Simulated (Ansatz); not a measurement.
Cost against result

Saddle point of SiNH7ClF, closed shell (SiH₃Cl ([SiH3][Cl]) + NH₃ + HF → SiNH₅ ([NH2][SiH3]) + HCl + HF; bonds formed: Cl2–H8, H6–F9; bonds broken: Si1–Cl2, H6–N7, H8–F9), PBE0-D4/def2-TZVP structure:

```json
{"atom": "Si1", "x (Å)": "-1.0983", "y (Å)": "0.6686", "z (Å)": "-0.4121"}
{"atom": "Cl2", "x (Å)": "0.7859", "y (Å)": "-1.8544", "z (Å)": "-1.3863"}
{"atom": "H3", "x (Å)": "-0.8944", "y (Å)": "0.9272", "z (Å)": "-1.8491"}
{"atom": "H4", "x (Å)": "-1.8148", "y (Å)": "1.8089", "z (Å)": "0.2161"}
{"atom": "H5", "x (Å)": "-1.7843", "y (Å)": "-0.5962", "z (Å)": "-0.1066"}
{"atom": "H6", "x (Å)": "0.6779", "y (Å)": "-0.3682", "z (Å)": "0.9736"}
{"atom": "N7", "x (Å)": "0.5188", "y (Å)": "0.6798", "z (Å)": "0.4194"}
{"atom": "H8", "x (Å)": "0.8489", "y (Å)": "-1.8682", "z (Å)": "0.0716"}
{"atom": "F9", "x (Å)": "0.8448", "y (Å)": "-1.5454", "z (Å)": "1.2840"}
{"atom": "H10", "x (Å)": "0.6432", "y (Å)": "1.4617", "z (Å)": "1.0538"}
{"atom": "H11", "x (Å)": "1.2726", "y (Å)": "0.6861", "z (Å)": "-0.2645"}
```

Barriers are electronic and count from the start structure reached by relaxing down the imaginary mode.

Ansatz 0.2.0; basis: as named in each row; cores frozen in the correlated methods. B3LYP uses VWN-RPA correlation. Extrapolation: Hartree–Fock as exp(−7.88 √X), correlation as X^−2.97.

Times are rough, for one single point on 4 threads of a shared host (Arm Neoverse V2).

The estimate by CCSD(T) at an estimated basis limit (MP2 extrapolated from triple and quadruple zeta, plus CCSD(T) − MP2 in triple zeta) is 6.80 kcal/mol.

| method | basis | time (s) | barrier (kcal/mol) | method less estimate |
| --- | --- | --- | --- | --- |
| HF | STO-3G | under 1 | -4.77 | -11.58 |
| PBE-D4 | STO-3G | under 1 | -24.39 | -31.19 |
| SPW92 | def2-SVP | under 1 | -0.26 | -7.06 |
| PBE-D4 | def2-SVP | under 1 | 1.79 | -5.01 |
| B3LYP-D4 | 6-31G | under 1 | 1.83 | -4.97 |
| PBE0-D4 | def2-SVP | under 1 | 4.28 | -2.52 |
| SPW92 | def2-TZVPP | 1 | 0.72 | -6.08 |
| PBE-D4 | def2-TZVPP | 2 | 2.93 | -3.87 |
| BLYP-D4 | def2-TZVPP | 2 | 2.42 | -4.38 |
| B3LYP-D4 | def2-TZVPP | 2 | 4.14 | -2.66 |
| BHLYP-D4 | def2-TZVPP | 2 | 6.85 | 0.05 |
| PBE0-D4 | def2-TZVPP | 2 | 5.20 | -1.60 |
| CAM-B3LYP-D4 | def2-TZVPP | 2 | 3.84 | -2.96 |
| r2SCAN-D4 | def2-TZVPP | 3 | 3.43 | -3.37 |
| CCSD(T) | def2-SVP | 3 | 4.28 | -2.52 |
| B2PLYP | def2-TZVPP | 4 | 4.68 | -2.12 |
| wB97M-V | def2-SVP | 4 | 5.65 | -1.15 |
| PBE-QIDH | def2-TZVPP | 4 | 6.36 | -0.44 |
| r2SCAN0-D4 | def2-TZVPP | 4 | 5.41 | -1.39 |
| RPA on PBE | def2-TZVPP | 4 | 4.81 | -1.99 |
| wB97X-V | def2-TZVPP | 6 | 5.40 | -1.40 |
| wB97M-V | def2-TZVPP | 6 | 6.58 | -0.23 |
| B97M-V | def2-TZVPP | 8 | 6.71 | -0.09 |
| MP2 | def2-QZVPP | 17 | 5.71 | -1.09 |
| CCSD(T) | def2-TZVPP | 110 | 5.93 | -0.87 |

All methods are single points on the PBE0-D4 structures; a negative value means that the method puts the saddle structure below the start.

T1 diagnostic: at most 0.011.

Labels in which every atom is bracketed show which atoms are joined, not bond orders.
